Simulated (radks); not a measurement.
Results of a calculation; reference values are marked as such.
Problem. These are the eigenvalues of the occupied orbitals of an atom or ion with whole-number occupations (hartree). Level of theory: scalar-relativistic Kohn-Sham, LDA (Slater exchange, Perdew-Wang correlation), spin-polarised, spherical densities, finite nucleus; Fermi nuclear charge, rms radius of each element as measured or else 0.836 A^(1/3) + 0.57 fm (a radial shooting solver on a logarithmic mesh with Libxc functionals).

orbital  eigenvalue
1s up     -2794.347
1s down   -2794.347
2s up     -488.9123
2s down   -488.9059
2p up     -425.0569
2p down   -425.0515
3s up     -114.3372
3s down   -114.3340
3p up     -95.65655
3p down   -95.65317
3d up     -75.01633
3d down   -75.01147
4s up     -24.36481
4s down   -24.35814
4p up     -18.23278
4p down   -18.22606
4d up     -10.68949
4d down   -10.68146
5s up      -3.62943
5s down    -3.58218
4f up      -2.30052
4f down    -2.28828
5p up      -2.04265
5p down    -1.98544
5d up      -0.29625
6s up      -0.25550
5d down    -0.23683
6s down    -0.22503

Which element is it, and in what charge state? The configuration may be excited. Open shells, if any, are filled with parallel spins first.

Solution. Z = 77, iridium, charge 0: Ir in [Xe] 4f14 5d7 6s2. The list shows which subshells hold electrons but not how many an open one holds; the 1s level, -2794.3 hartree, gives Z - s = 74.8 by -(Z - s)^2/2, which with screening and relativity narrows Z to a few neighbours, and the depths of the outer levels then fix element, charge and occupations together.
